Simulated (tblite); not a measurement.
Compound: C5H7NSi.
Atom-mapped SMILES: `[N:1]#[C:2]/[CH:3]=[CH:4]/[CH:5]=[CH:6]/[SiH3:7]` (hydrogens: H8 on C3; H9 on C4; H10 on C5; H11 on C6; H12, H13, H14 on Si7)

Computed with GFN2-xTB (tblite), gas phase: L-BFGS steps from a force-field or distance-geometry start until the largest atomic force falls under 0.01 eV/Å.

Step 3: E = -512.2850 eV
```
atom  x, y, z in Å  |  force x, y, z in eV/Å
N1      4.6881    0.4374    0.4585   -0.196  -0.028  -0.097
C2      3.6506    0.2115    0.0170    0.041  -0.034   0.037
C3      2.3826   -0.0775   -0.5166    0.055   0.028  -0.092
C4      1.2411    0.1792    0.1449   -0.007  -0.050   0.076
C5     -0.0692   -0.1062   -0.3744   -0.097   0.100   0.153
C6     -1.1981    0.1529    0.3018   -0.055  -0.049  -0.075
Si7    -2.9415   -0.1774   -0.2996   -0.155  -0.065  -0.077
H8      2.3625   -0.5137   -1.5096    0.072   0.021   0.058
H9      1.2920    0.6117    1.1383   -0.031   0.007  -0.047
H10    -0.1288   -0.5471   -1.3660    0.060   0.061   0.133
H11    -1.1540    0.5910    1.2917    0.301   0.023   0.008
H12    -3.6674    1.0975   -0.3259    0.021  -0.049  -0.006
H13    -3.5854   -1.0952    0.6499    0.029   0.045  -0.069
H14    -2.8731   -0.7645   -1.6372   -0.039  -0.009  -0.002
```

Step 4: E = -512.2909 eV
```
atom  x, y, z in Å  |  force x, y, z in eV/Å
N1      4.6832    0.4369    0.4559    0.189   0.048   0.072
C2      3.6486    0.2092    0.0169   -0.219  -0.066  -0.089
C3      2.3839   -0.0757   -0.5190   -0.105   0.026   0.036
C4      1.2425    0.1765    0.1469   -0.015  -0.025  -0.008
C5     -0.0698   -0.1025   -0.3695   -0.050  -0.009  -0.018
C6     -1.2021    0.1511    0.2993   -0.068   0.060   0.151
Si7    -2.9499   -0.1811   -0.3033    0.067   0.048  -0.012
H8      2.3654   -0.5128   -1.5072    0.053  -0.024  -0.064
H9      1.2906    0.6118    1.1361    0.008   0.033   0.049
H10    -0.1267   -0.5445   -1.3603    0.059   0.050   0.095
H11    -1.1420    0.5923    1.2928    0.187  -0.042  -0.120
H12    -3.6663    1.0953   -0.3261   -0.021   0.002  -0.014
H13    -3.5836   -1.0927    0.6466   -0.042  -0.047   0.015
H14    -2.8745   -0.7643   -1.6363   -0.043  -0.051  -0.094
```

**Question.** Estimate the geometry and energy of step 5. (The exact step hangs on the optimiser's Hessian estimate; all steps are aligned on step 4, rigid shifts and turns removed.)

**Answer.** E = -512.2931 eV, largest force 0.153 eV/Å
```
atom  x, y, z in Å  |  force x, y, z in eV/Å
N1      4.6823    0.4370    0.4553    0.120   0.028   0.043
C2      3.6472    0.2081    0.0166   -0.134  -0.034  -0.050
C3      2.3824   -0.0748   -0.5192   -0.031  -0.012  -0.011
C4      1.2428    0.1753    0.1473   -0.109   0.017   0.047
C5     -0.0705   -0.1016   -0.3685   -0.109   0.007   0.049
C6     -1.2046    0.1515    0.3009    0.057   0.023   0.045
Si7    -2.9512   -0.1814   -0.3046    0.085   0.045   0.000
H8      2.3670   -0.5129   -1.5074    0.038  -0.018  -0.057
H9      1.2903    0.6124    1.1362    0.016   0.023   0.041
H10    -0.1252   -0.5430   -1.3573    0.043   0.021   0.030
H11    -1.1357    0.5920    1.2914    0.145  -0.014  -0.048
H12    -3.6662    1.0946   -0.3263   -0.032   0.016  -0.017
H13    -3.5837   -1.0926    0.6459   -0.049  -0.054   0.019
H14    -2.8755   -0.7651   -1.6375   -0.040  -0.049  -0.091
```

The energy changes by -0.0022 eV. The first-order estimate −F·Δx gives -0.0029 eV and the mean of the old and new forces, exact on a quadratic surface, -0.0022 eV. The step makes an angle of 52° with the force vector and moves no atom by more than 0.006 Å.

The cost below is that of the whole relaxation. The run took under 0.1 s on Arm Neoverse V2, one thread, no GPU, on a shared host.
